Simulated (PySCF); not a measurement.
Working out the ionisation energy of As(2+)

As(2+) [Ar] 3d10 4s2 4p1 (2P) → As(3+) [Ar] 3d10 4s2 (1S). Computed with PySCF 2.14 in x2c-TZVPPall (6s5p4d1f, 48 functions), with the spin-free X2C one-electron Hamiltonian (Gaussian nucleus). Frozen: [Ar] 3d10. Energies in hartree (1 hartree = 27.21139 eV):

```csv
part,As(2+) (lower),As(3+) (upper)
UHF,-2258.004112,-2256.997527
CCSD correlation,-0.052714,-0.039913
(T),-0.000689,0.000000
```

Task: What does Hartree-Fock give?

Result: (-2256.997527) − (-2258.004112) = 1.006585 hartree = 27.391 eV.

Task: What do CCSD and CCSD(T) give?

Result: The CCSD correlation energies differ by 0.012801 hartree = 0.348 eV and the triples by 0.000689 hartree = 0.019 eV, so CCSD gives 27.739 eV and CCSD(T) 27.758 eV.

A first-order spin-orbit estimate adds 0.224 eV to CCSD(T) (valence), giving 27.982 eV against 28.349 ± 0.012 eV (measured; NIST Atomic Spectra Database, ionization energies).

What remains against the reference includes basis incompleteness, the frozen core and higher excitations.
